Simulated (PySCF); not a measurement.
# Reading the logs of faulty runs: CH4OSi

These are calculations, not measurements. The program is PySCF 2.14.0, an open-source quantum chemistry code, run on an isolated molecule that a program drew, which may never have been made. The molecule is CH4OSi (charge 0, singlet), drawn as the SMILES string `C=[SiH]O`.

Each row is a Hartree-Fock (HF) and frozen-core CCSD(T) single point in the cc-pV(D+d)Z basis, meant for a local HF minimum. Run 1 is clean. Each other run has one planted mistake out of seven kinds, and not every kind appears here: one electron removed, one electron added, multiplicity raised by two, geometry at a saddle point, minimal basis STO-3G, one bond length entered in bohr, all coordinates scaled. The reference is restricted for singlets and unrestricted otherwise, and also for a bond in bohr. Adding or removing an electron swaps singlet and doublet. Electrons count all cores. HOMO and LUMO are orbital energies over both spins, the gradient is its largest component, and the lowest frequency (negative if imaginary) is given only where the gradient is small. Bond lengths are over the 6 bonds as drawn. T1 is the CCSD diagnostic: over 0.02 (restricted) or 0.045 (unrestricted) a single reference is doubtful.

Geometry of the clean run:
```xyz
7
CH4OSi, angstrom
C    -1.7693   -0.9700    0.7182
Si   -1.4647    0.0281   -0.5999
O    -1.0425    1.6051   -0.5750
H    -2.0424   -2.0062    0.5501
H    -1.7145   -0.6575    1.7545
H    -1.5344   -0.3782   -2.0028
H    -0.9473    2.0469    0.2563
```

```
run  electrons  basis functions  <S^2>  HOMO (eV)  LUMO (eV)  gradient (hartree/bohr)  lowest frequency (cm^-1)  mean bond (Å)  longest bond (Å)      T1  HF (hartree)  CCSD(T) (hartree)                     mistake
  1         32               71  0.000      -8.32       3.44                  1.1e-05                       286         1.3151             1.681  0.0140    -403.98160         -404.44699                    no fault
  2         32               71  2.029      -4.87       1.14                  1.3e-01                         -         1.3151             1.681  0.0150    -403.88103         -404.31418  multiplicity raised by two
  3         32               71  0.000      -8.20       3.06                  3.4e-02                         -         1.3704             1.752  0.0154    -403.96962         -404.44397      all coordinates scaled
  4         31               71  0.757     -18.10      -6.12                  7.9e-02                         -         1.3151             1.681  0.0172    -403.72574         -404.14867                           ?
  5         33               71  0.770       2.21       9.23                  5.8e-02                         -         1.3151             1.681  0.0127    -403.87710         -404.34998                           ?
```

**Which mistake was planted in run 4, and what did it cost?**

It counts 31 electrons, one fewer than the clean run, at the same geometry and basis. So the mistake is: one electron removed. Subtracting run 1 and multiplying by 627.51 kcal/mol a hartree, the energy moved by 160.6 kcal/mol in HF and 187.2 kcal/mol in CCSD(T).

**Which mistake was planted in run 5, and what did it cost?**

It counts 33 electrons, one more than the clean run, at the same geometry and basis. So the mistake is: one electron added. Subtracting run 1 and multiplying by 627.51 kcal/mol a hartree, the energy moved by 65.6 kcal/mol in HF and 60.9 kcal/mol in CCSD(T).

Cautions from the logs. Run 5: the HOMO is above zero, so the electron isn't bound and the energy depends on the basis.
